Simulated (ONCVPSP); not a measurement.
## What one change does to a pseudopotential (holmium (Ho), ONCV)

- Element: Ho (Z = 67)
- Generator: ONCVPSP 4.0.1
- Type: optimised norm-conserving Vanderbilt (ONCV)
- Functional: PBEsol
- Relativity: scalar-relativistic
- Frozen core: [Kr] 4d10 4f10
- Valence charge: 11
- Reference configuration: 5s2 5p6 5d1 6s2
- Partial waves: 5s+6s: rc 1.95 bohr, ncon 4, nbas 7, qcut 7.9 1/bohr, 2 projectors; 5p: rc 2.10 bohr, ncon 4, nbas 7, qcut 7.9 1/bohr, 2 projectors, debl 2.2 Ha; 5d: rc 2.75 bohr, ncon 4, nbas 8, qcut 4.8 1/bohr, 1 projector
- Local potential: polynomial inside 1.70 bohr (lpopt 4, dvloc0 -1 Ha)
- Core correction: polynomial model core, fcfact 0.75

All-electron outer shells of the reference configuration (PBEsol, scalar-relativistic, ld1.x):

```tsv
shell	level (eV)	outermost node (bohr)	outermost maximum (bohr)
5s	-54.44	0.61	1.13
5p	-29.15	0.66	1.28
4f	-9.39	–	0.52
6s	-4.36	1.52	3.22
5d	-2.22	0.74	1.91
```

Change: s: ncon 3, nbas 6.

Cutoffs: the cutoffs (Ha) at which the residual kinetic energy of the hardest occupied pseudo-wave falls to 1 and 0.1 mHa per electron; they do not see the model core or the augmentation charge, which bear on the density cutoff. Errors are all-electron minus pseudo energies relative to the spin-unpolarised reference configuration.

Problem. How do hardness, ghosts and transferability respond?

Solution. The potential gets softer (18 Ha and 22 Ha → 17 Ha and 20 Ha); the errors of the 3 common tests hardly move; neither file shows a bound ghost.

| quantity | base | changed |
| --- | --- | --- |
| cutoff, loose | 18 Ha | 17 Ha |
| cutoff, tight | 22 Ha | 20 Ha |
| loose cutoff by channel | s 18 Ha, p 16 Ha, d 8.2 Ha | s 17 Ha, p 16 Ha, d 8.2 Ha |
| bound ghosts | none | none |
| GHOST(+) flags under 300 eV | s at 292.0 eV | s at 298.5 eV |
| tests counted as reliable (solved cleanly; for ONCVPSP, near-neutral configurations with less than one 5d electron left out) | 3 of 4 | 3 of 4 |
| error for 5s2 5p6 5d1 6s1, meV [ΔE 6.97 eV] | -4.5 | -4.6 |
| error for 5s2 5p6 5d1 6s0, meV [ΔE 19.51 eV] | -27 | -28 |
| error for 5s2 5p5 5d1 6s2, meV [ΔE 34.37 eV] | -252 | -251 |
| s: phases at 1.98 bohr within 0.05 rad from the reference energy up to (Ha; the scan ends near 5) | to the end of the scan | to the end of the scan |
| p: phases at 2.13 bohr within 0.05 rad from the reference energy up to (Ha; the scan ends near 5) | to the end of the scan | to the end of the scan |
| d: phases at 2.79 bohr within 0.05 rad from the reference energy up to (Ha; the scan ends near 5) | 1.3 | 1.3 |
| rms error of d²Exc/dni dnj with the model core, mHa | 0.43 | 0.55 |
